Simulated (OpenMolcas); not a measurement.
An atom or ion with 22 electrons was computed by XMS-CASPT2, IPEA 0.25 Eh, imaginary shift 0.1 Eh with spin-orbit coupling (OpenMolcas, ANO-RCC-VTZP, DKH2). The lowest levels that the run gave, each within 12 % of the measured value where one is at hand:

| J | Parity | E (cm⁻¹) | g |
| --- | --- | --- | --- |
| 0 | even | 0.0 |  |
| 1 | even | 39.3 | 1.501 |
| 2 | even | 117 | 1.501 |
| 3 | even | 230 | 1.501 |
| 4 | even | 376 | 1.501 |
| 0 | even | 12360 |  |
| 1 | even | 12600 | 1.501 |
| 2 | even | 13020 | 1.501 |
| 4 | even | 13720 | 0.801 |
| 5 | even | 13800 | 1.034 |
| 6 | even | 13890 | 1.167 |
| 2 | even | 14170 | 0.666 |

Problem. Which ion is it, and what are the configurations and terms?

Solution. V+ (Z = 23, charge +1; active space 4 electrons in 5 orbitals (3d)). J, parity and g give the terms where levels are pure, and mixed ones are named by the computed weights; the size of the splittings, set against known spectra of the 22-electron sequence, gives the charge. In order, with the measured energies in cm⁻¹ (NIST Handbook of Basic Atomic Spectroscopic Data): 3d⁴ ⁵D₀, 3d⁴ ⁵D₁ (36.0), 3d⁴ ⁵D₂ (107), 3d⁴ ⁵D₃ (209), 3d⁴ ⁵D₄ (339), 3d⁴ ³P₀(1), 3d⁴ ³P₁(1), 3d⁴ ³P₂(1), 3d⁴ ³H₄, 3d⁴ ³H₅, 3d⁴ ³H₆, 3d⁴ ³F₂(1).

CASPT2 breaks the degeneracy within a term, and the mean is taken; among the terms shown or strongly mixed into the levels shown the widest spread is 1600 cm-1 (3d⁴ ³H). Some high roots are left out of the spin-orbit mixing, which shifts the levels that they would mix with. The CASPT2 spread within a term exceeds the gap to the next term for 3d⁴ ³P(1) and 3d⁴ ³H, 3d⁴ ³H and 3d⁴ ³F(1), so the order of their levels is uncertain, and so are names and mixing where such terms share a J. Measured partners are found by configuration, term and J. A level has none where our copy of the source lacks it or the pairing is in doubt (some pairs that miss far off the trend of their configuration count as doubtful), and it then counts in no deviation. Levels of configurations outside the active space are missing.

A number in round brackets counts repeated terms of one configuration in the order of the reference energies.
